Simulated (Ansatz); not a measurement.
Gas-phase electronic energies from Ansatz, PBE0-D4/def2-TZVP geometries. CCSD(T)/CBS adds triple-zeta CCSD(T) − MP2 to the extrapolated MP2 energy (def2 sets, frozen cores). DFT in def2-TZVPP. One conformer a species, not always the lowest.

`BO[SiH](O)[SiH3]` + `CCC(O)=S` → `BCC(O)=S` + `CO[SiH](O)[SiH3]`  (formal exchange of groups at a B–O bond)

`BO[SiH](O)[SiH3]`:

Cartesian coordinates in Å:
```
B 0.680 -1.711 -1.160
O 0.088 -1.564 0.039
Si -0.357 -0.211 0.897
O -1.992 -0.124 0.973
Si 0.367 1.768 -0.128
H 0.861 -2.822 -1.574
H 1.019 -0.741 -1.790
H 0.217 -0.427 2.252
H -2.461 -0.782 1.490
H 0.006 2.914 0.750
H 1.845 1.747 -0.294
H -0.274 1.952 -1.456
```

`CCC(O)=S`:

Z-matrix (Å, degrees):
```
C
C 1 1.527
H 1 1.091 2 110.1
H 1 1.091 2 110.6 3 -119.6
H 1 1.094 2 112.8 3 119.6
C 2 1.502 1 112.8 3 178.2
H 2 1.088 1 110.4 3 57.3
H 2 1.098 1 109.9 3 -61.0
S 6 1.619 2 124.6 1 -116.9
O 6 1.337 2 114.9 1 62.5
H 10 0.966 6 110.1 2 -0.1
```

`BCC(O)=S`:

```xyz
10

B    -0.388    0.646   -1.182
C     0.298    0.569    0.207
C     0.008   -0.602    1.101
O    -0.068   -1.783    0.488
S    -0.190   -0.478    2.704
H    -0.759   -0.347   -1.749
H    -0.482    1.689   -1.752
H     0.273    1.494    0.780
H     1.355    0.465   -0.125
H    -0.047   -1.654   -0.472
```

`CO[SiH](O)[SiH3]`:

Z-matrix (Å, degrees):
```
C
O 1 1.411
H 1 1.094 2 111.1
H 1 1.091 2 108.3 3 119.4
H 1 1.096 2 111.4 3 -121.2
Si 2 1.640 1 123.7 3 74.0
Si 6 2.343 2 104.5 1 172.0
O 6 1.649 2 113.1 1 -65.6
H 6 1.487 2 109.6 1 48.7
H 7 1.489 6 110.3 2 -174.4
H 7 1.490 6 109.8 2 66.7
H 7 1.487 6 111.2 2 -53.7
H 8 0.958 6 117.5 2 -68.9
```

```
             level  ΔE (kJ/mol)
         r2SCAN-D4        179.8
              PBE0        177.5
    MP2/def2-TZVPP        192.5
SCS-MP2/def2-TZVPP        190.5
   CCSD/def2-TZVPP        187.8
     HF/def2-QZVPP        187.3
SCS-MP2/def2-QZVPP        190.7
      HF/CBS(def2)        187.4
```

Q: What does CCSD(T)/CBS give? (An estimate is asked.)

A: The calculation gave: +187.8 kJ/mol. The listed levels differ from it by -8.0, -10.3, 4.7, 2.7, 0.0, -0.5, 2.9, -0.4 kJ/mol.

Largest T1 diagnostic among the species: 0.016.

From PBE to PBE0 (25 % exact exchange), in def2-TZVPP and without D4, ΔE moves by +4.9 kJ/mol.
